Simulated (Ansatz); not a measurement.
CH₄F₂Si, SMILES `FC[SiH2]F`. Charge 0, multiplicity 1.

```json
{"atom": "F1", "x (Å)": "1.5329", "y (Å)": "-1.0690", "z (Å)": "0.5283"}
{"atom": "C2", "x (Å)": "0.8414", "y (Å)": "-0.2929", "z (Å)": "-0.3925"}
{"atom": "Si3", "x (Å)": "-0.7821", "y (Å)": "0.3339", "z (Å)": "0.3227"}
{"atom": "F4", "x (Å)": "-1.8004", "y (Å)": "-0.8846", "z (Å)": "0.5052"}
{"atom": "H5", "x (Å)": "0.6725", "y (Å)": "-0.8942", "z (Å)": "-1.2930"}
{"atom": "H6", "x (Å)": "1.4767", "y (Å)": "0.5552", "z (Å)": "-0.6776"}
{"atom": "H7", "x (Å)": "-1.3749", "y (Å)": "1.2947", "z (Å)": "-0.6415"}
{"atom": "H8", "x (Å)": "-0.5660", "y (Å)": "0.9569", "z (Å)": "1.6484"}
```

What are the harmonic wavenumbers in cm⁻¹ at PBE0-D4/def2-TZVP (Ansatz, finite differences of forces, unscaled)? (Estimate.)

Ansatz gave: 90, 184, 286, 568, 660, 733, 790, 870, 936, 958, 1077, 1249, 1321, 1453, 2238, 2261, 3032, 3085.

Is this a minimum?

Yes, all 18 modes are real.

Give the ideal-gas thermochemistry at 298.15 K and 1 bar (rigid rotor, harmonic oscillator; point group C1, symmetry number 1).

Zero-point energy 130.3 kJ/mol; H(298) − E = 146.8 kJ/mol; entropy 309.2 J/(mol·K), of which translation 163.8, rotation 106.4, vibration 39.0; G(298) − E = 54.6 kJ/mol. Modes under 100 cm⁻¹ are hindered rotations or soft bends, so the harmonic entropy is rough.

And at 400, 500, 600, 800 and 1000 K?


| T (K) | H − E (kJ/mol) | S (J/mol/K) | G − E (kJ/mol) |
| --- | --- | --- | --- |
| 400 | 155.7 | 335.0 | 21.8 |
| 500 | 166.0 | 357.9 | -12.9 |
| 600 | 177.5 | 378.9 | -49.8 |
| 800 | 203.3 | 415.7 | -129.3 |
| 1000 | 231.6 | 447.3 | -215.7 |
